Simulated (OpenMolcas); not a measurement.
Ca: from CASSCF to CASPT2

| Quantity | Value |
| --- | --- |
| Program | OpenMolcas 26.06 |
| Basis | ANO-RCC-VTZP [6s5p2d1f] |
| Scalar Hamiltonian | DKH2, point nucleus |
| Active space | 2 electrons in 4 orbitals (4s 4p) |
| State averaging | 2S+1 = 3 even, 3 roots; 2S+1 = 1 even, 6 roots; 2S+1 = 3 odd, 3 roots; 2S+1 = 1 odd, 3 roots |
| Spin-orbit coupling | state interaction with AMFI integrals over the reference wave functions, term energies averaged over their components |

Methods on the same reference wave functions:
A. CASSCF
B. SS-CASPT2, IPEA 0.25 Eh, imaginary shift 0.1 Eh (closed shells correlated: 3s 3p)
C. XMS-CASPT2, IPEA 0.25 Eh, imaginary shift 0.1 Eh (closed shells correlated: 3s 3p)

Energies in cm⁻¹ above 4s² ¹S₀, the measured ground level; measured values from NIST Handbook of Basic Atomic Spectroscopic Data.

| Level | A | B | C | Measured |
| --- | --- | --- | --- | --- |
| 4s² ¹S₀ | 0.0 | 0.0 | 0.0 | 0.0 |
| 4s 4p ³P°₀ | 13637 | 14820 | 15240 | 15158 |
| 4s 4p ³P°₁ | 13676 | 14860 | 15280 | 15210 |
| 4s 4p ³P°₂ | 13754 | 14930 | 15360 | 15316 |
| 4s 4p ¹P°₁ | 29508 | 27600 | 27560 | 23652 |
| 4p² ³P₀ | 38522 | 40330 | 40660 | 38418 |
| 4p² ³P₁ | 38559 | 40360 | 40700 | 38465 |
| 4p² ³P₂ | 38632 | 40430 | 40780 | 38552 |
| 4p² ¹D₂ | 43597 | 42050 | 40140 |  |

Deviations, from unrounded energies. A percentage is the sum of absolute deviations over the sum of measured energies, with the sign that they share, or ± where signs differ.

| Against measurement | Levels | A | B | C |
| --- | --- | --- | --- | --- |
| mean absolute deviation (cm-1) | 7 | 1500 | 1500 | 1500 |
| other configurations (%) | 7 | ±5.8 | ±5.8 | +5.9 |

A, B, C lie about equally close to measurement. The largest miss of B in the table is 4s 4p ¹P°₁, by +3900 cm-1. The ranking rests on the paired levels alone, and a cruder setting can come out closer through cancelling errors.

Between B and C the level of the table that moves most is 4p² ¹D₂, by 1900 cm-1 (lowest in C, highest in B). Moves below CASPT2's spread within the term are not significant.

The mean deviations of B to C differ by less than CASPT2's widest spread within a term (33 cm-1), so their order carries little weight.

The lowest spin-free term lies below A's lowest term by 0.233 hartree in B, 0.236 hartree in C.

CASPT2 breaks the degeneracy within a term, and the mean is taken; among the terms shown or strongly mixed into the levels shown the widest spread is 33 cm-1 (4p² ¹D, C). Over all roots computed the reference weight is 0.88 to 0.94 in C; the roots of lowest weight are the least certain, and an intruder state may touch them. The ¹D term of p² mixes with s d, which this space lacks. Without dynamic correlation excited terms often stand tens of per cent too high (terms of higher spin than the ground term too low), and those without a measured partner can miss by more than the paired ones (holds for A). Measured partners are found by configuration, term and J. A level has none where our copy of the source lacks it or the pairing is in doubt (some pairs that miss far off the trend of their configuration count as doubtful), and it then counts in no deviation. Only configurations of the active space appear.

° marks odd parity.
